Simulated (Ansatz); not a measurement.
Al11, relaxed as a doublet with UKS PBE-D4/def2-SVP in Ansatz, starting from the GFN1-xTB geometry. Force threshold 0.03 eV/Å.

Another isomer (doublet) lies 0.41 eV lower at PBE0-D4/def2-TZVP; other spin states weren't run for this one.

Start:

Cartesian coordinates in Å:
```
Al -1.9141 2.2448 0.6321
Al 0.9950 1.9001 0.4343
Al 2.8362 -0.0738 1.1308
Al -1.2863 -0.8595 -2.8971
Al -1.4421 0.1318 2.3372
Al -1.4800 -2.1611 1.1041
Al 0.8532 0.7632 -1.8557
Al -1.8233 1.6009 -1.8878
Al 1.1060 0.6206 3.0702
Al -0.1991 -2.5749 -1.1287
Al 2.3545 -1.5921 -0.9395
```

| step | energy (eV) | largest force component (eV/Å) | SCF passes |
| --- | --- | --- | --- |
| 1 | -72503.5484 | 0.633 | 39 |
| 2 | -72504.1732 | 0.554 | 46 |
| 3 | -72504.5321 | 0.674 | 48 |
| 4 | -72504.8903 | 0.777 | 41 |
| 5 | -72505.2501 | 0.824 | 38 |
| 6 | -72505.5790 | 0.664 | 35 |
| 7 | -72505.8154 | 0.440 | 37 |
| 8 | -72506.0087 | 0.530 | 36 |
| 9 | -72506.1187 | 0.140 | 35 |
| 10 | -72506.1829 | 0.147 | 39 |
| 11 | -72506.2413 | 0.142 | 35 |
| 12 | -72506.2725 | 0.163 | 38 |
| 13 | -72506.2912 | 0.124 | 36 |
| 14 | -72506.3232 | 0.140 | 41 |
| 15 | -72506.3702 | 0.169 | 42 |
| 16 | -72506.4239 | 0.188 | 38 |
| 17 | -72506.4829 | 0.182 | 43 |
| 18 | -72506.5129 | 0.132 | 42 |
| 19 | -72506.5140 | 0.137 | 36 |
| 20 | -72506.5200 | 0.046 | 31 |
| 21 | -72506.5211 | 0.017 | 33 |

Force components are those of the run's own axes.

End:

```csv
atom,x (Å),y (Å),z (Å)
Al1,-2.0998,1.6284,1.1860
Al2,0.5296,1.8660,0.2571
Al3,1.7217,-0.3248,1.1718
Al4,-1.1666,-0.5070,-2.8911
Al5,-0.7278,-0.1450,2.5620
Al6,-0.8757,-0.8585,0.1101
Al7,1.0699,-0.0044,-1.5369
Al8,-1.4883,1.4297,-1.3590
Al9,1.0713,1.7373,2.8315
Al10,-0.0159,-2.5523,-1.9349
Al11,1.9815,-2.2693,-0.3967
```

Bonds formed: Al2–Al8, Al3–Al5, Al3–Al6, Al3–Al7, Al6–Al7, Al6–Al8, Al7–Al10 (atoms count from 1).

No frequencies were taken in this run, so the end may be a saddle point.

It took 2.3 min on 6 threads of Intel Xeon on a shared host.
